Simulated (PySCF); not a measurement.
**Spin states and ions at one geometry of Pb(SH)4**

PySCF 2.14.0, RKS B3LYP, Pb def2-SVP with ECP60, S def2-SVP, H def2-SVP; non-relativistic Hamiltonian with scalar-relativistic core potentials where named; density fitting; no spin-orbit coupling; singlets restricted, open shells unrestricted. The geometry is relaxed for charge 0, singlet, vacuum:

```xyz
9

Pb    0.0000    0.0000    0.0000
S     1.4796    1.5660    1.3599
H     2.4297    0.6131    1.5208
S    -1.4796   -1.5660    1.3599
H    -2.4297   -0.6131    1.5208
S     1.5660   -1.4796   -1.3599
H     0.6131   -2.4297   -1.5208
S    -1.5660    1.4796   -1.3599
H    -0.6131    2.4297   -1.5208
```

Energies count from the relaxed state; an electron taken off or put on is at rest in vacuum. Charges and spins are Mulliken's.

Problem. Order these states by energy, lowest first.
A. charge +1, doublet, vacuum
B. charge 0, triplet, vacuum
C. charge 0, singlet, vacuum
D. charge -1, doublet, vacuum

Solution. D (-1.85 eV), C (0.00 eV), B (2.42 eV), A (9.01 eV).

Problem. How do charge and spin on the first atom follow?

Solution. 
| state | spin squared | charge on Pb1 (e) | spin on Pb1 (e) | dipole about the centre of mass (D) |
| --- | --- | --- | --- | --- |
| charge 0, singlet, vacuum | 0.00 | 0.53 | 0.00 | 0.00 |
| charge 0, triplet, vacuum | 2.01 | 0.43 | 0.10 | 2.68 |
| charge +1, doublet, vacuum | 0.76 | 0.55 | -0.07 | 0.01 |
| charge -1, doublet, vacuum | 0.76 | 0.44 | 0.15 | 0.00 |

With an electron taken off (doublet) the charges change, summed by element, by Pb +0.02 e, S +0.78 e, H +0.19 e. The vertical ionisation energy is 9.01 eV, against −ε(HOMO) = 7.17 eV of the relaxed state. The level lies 1.8 eV too high, as is usual for semilocal functionals and global hybrids, which keep a self-interaction error.

With an electron put on (doublet) the charges change, summed by element, by Pb -0.09 e, S -0.69 e, H -0.22 e. The vertical electron affinity is 1.85 eV, against −ε(LUMO) = 3.70 eV of the relaxed state. The basis has no diffuse functions, which an added electron needs. The added electron's level lies above zero.

Open shells may have lower solutions than those found. Hard to converge, so the more doubtful: charge 0, triplet, vacuum.

A frequency check found unstable modes (1, the lowest at -37 cm⁻¹), so the relaxed geometry is a saddle point, or these are noise.
